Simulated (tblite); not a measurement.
Parent: `[N:1]#[C:2][SiH2:3][CH2:4][CH2:5][NH:6][SiH3:7]` with C2–Si3–C4–C5 46°, Si3–C4–C5–N6 56°, C4–C5–N6–Si7 73°, C3H10N2Si2.

Structures optimised with GFN2-xTB, isolated species. One conformer each, not checked by frequencies here.

```json
{"coordinate of the parent": "N1≡C2", "value": "1.146 Å"}
{"coordinate of the parent": "C2–Si3", "value": "1.871 Å"}
{"coordinate of the parent": "Si3–C4", "value": "1.901 Å"}
{"coordinate of the parent": "C4–C5", "value": "1.536 Å"}
{"coordinate of the parent": "C5–N6", "value": "1.440 Å"}
{"coordinate of the parent": "N6–Si7", "value": "1.718 Å"}
{"coordinate of the parent": "N1–C2–Si3", "value": "179.0°"}
{"coordinate of the parent": "C2–Si3–C4", "value": "106.4°"}
{"coordinate of the parent": "Si3–C4–C5", "value": "113.8°"}
{"coordinate of the parent": "C4–C5–N6", "value": "114.1°"}
{"coordinate of the parent": "C5–N6–Si7", "value": "123.3°"}
```

**Question.** How does the shared frame change in `[N:1]#[C:2][SiH2:3][CH2:4][CH2:5][NH:6][SiH2:7][PH2:8]` with C2–Si3–C4–C5 -170°, Si3–C4–C5–N6 -57°, C4–C5–N6–Si7 -74°, C5–N6–Si7–P8 -35°, N6–Si7–P8–H -72° and -165°, C3H11N2PSi2? Atoms pair as N1 = N1, C2 = C2, Si3 = Si3, C4 = C4, C5 = C5, N6 = N6, Si7 = Si7 (parent first).

**Answer.** 
```
   parent   relative  value in the relative  change
    N1≡C2      N1≡C2                1.145 Å  -0.001
   C2–Si3     C2–Si3                1.868 Å  -0.003
   Si3–C4     Si3–C4                1.899 Å  -0.002
    C4–C5      C4–C5                1.531 Å  -0.005
    C5–N6      C5–N6                1.443 Å  +0.003
   N6–Si7     N6–Si7                1.720 Å  +0.002
N1–C2–Si3  N1–C2–Si3                 179.2°    +0.2
C2–Si3–C4  C2–Si3–C4                 107.3°    +0.9
Si3–C4–C5  Si3–C4–C5                 112.7°    -1.1
 C4–C5–N6   C4–C5–N6                 113.9°    -0.2
C5–N6–Si7  C5–N6–Si7                 123.5°    +0.2
```

Of the parent's bonds, C4–C5 changes most (-0.005 Å). Bonds of the relative outside the shared frame: Si7–P8 2.240 Å. Point group C1 → C1.

**Question.** How does the shared frame change in `[CH:1]#[C:2][SiH2:3][NH:4][CH2:5][CH2:6][SiH2:7][C:8]#[N:9]` with C2–Si3–N4–C5 67°, Si3–N4–C5–C6 -72°, N4–C5–C6–Si7 -56°, C5–C6–Si7–C8 -172°, C5H10N2Si2? Atoms pair as N1 = N9, C2 = C8, Si3 = Si7, C4 = C6, C5 = C5, N6 = N4, Si7 = Si3 (parent first).

**Answer.** 
```csv
parent,relative,value in the relative,change
N1≡C2,N9≡C8,1.146 Å,0.000
C2–Si3,C8–Si7,1.868 Å,-0.003
Si3–C4,Si7–C6,1.899 Å,-0.002
C4–C5,C6–C5,1.534 Å,-0.002
C5–N6,C5–N4,1.440 Å,0.000
N6–Si7,N4–Si3,1.724 Å,+0.006
N1–C2–Si3,N9–C8–Si7,179.8°,+0.8
C2–Si3–C4,C8–Si7–C6,106.4°,0.0
Si3–C4–C5,Si7–C6–C5,113.1°,-0.7
C4–C5–N6,C6–C5–N4,114.2°,+0.1
C5–N6–Si7,C5–N4–Si3,123.3°,0.0
```

Of the parent's bonds, N6–Si7 changes most (+0.006 Å). Bonds of the relative outside the shared frame: C1≡C2 1.203, C2–Si3 1.861 Å. Point group C1 → C1.

**Question.** How does the shared frame change in `[N:1]#[C:2][SiH2:3][CH2:4][CH2:5][NH:6][SiH2:7][NH2:8]` with C2–Si3–C4–C5 168°, Si3–C4–C5–N6 55°, C4–C5–N6–Si7 74°, C5–N6–Si7–N8 52°, N6–Si7–N8–H -177° and 48°, C3H11N3Si2? Atoms pair as N1 = N1, C2 = C2, Si3 = Si3, C4 = C4, C5 = C5, N6 = N6, Si7 = Si7 (parent first).

**Answer.** 
| parent | relative | value in the relative | change |
| --- | --- | --- | --- |
| N1≡C2 | N1≡C2 | 1.146 Å | 0.000 |
| C2–Si3 | C2–Si3 | 1.869 Å | -0.002 |
| Si3–C4 | Si3–C4 | 1.898 Å | -0.003 |
| C4–C5 | C4–C5 | 1.534 Å | -0.002 |
| C5–N6 | C5–N6 | 1.440 Å | 0.000 |
| N6–Si7 | N6–Si7 | 1.723 Å | +0.005 |
| N1–C2–Si3 | N1–C2–Si3 | 179.6° | +0.6 |
| C2–Si3–C4 | C2–Si3–C4 | 107.0° | +0.6 |
| Si3–C4–C5 | Si3–C4–C5 | 112.8° | -1.0 |
| C4–C5–N6 | C4–C5–N6 | 114.1° | 0.0 |
| C5–N6–Si7 | C5–N6–Si7 | 123.1° | -0.2 |

Of the parent's bonds, N6–Si7 changes most (+0.005 Å). Bonds of the relative outside the shared frame: Si7–N8 1.723 Å. Point group C1 → C1.

The numbers are calculated, not measured.
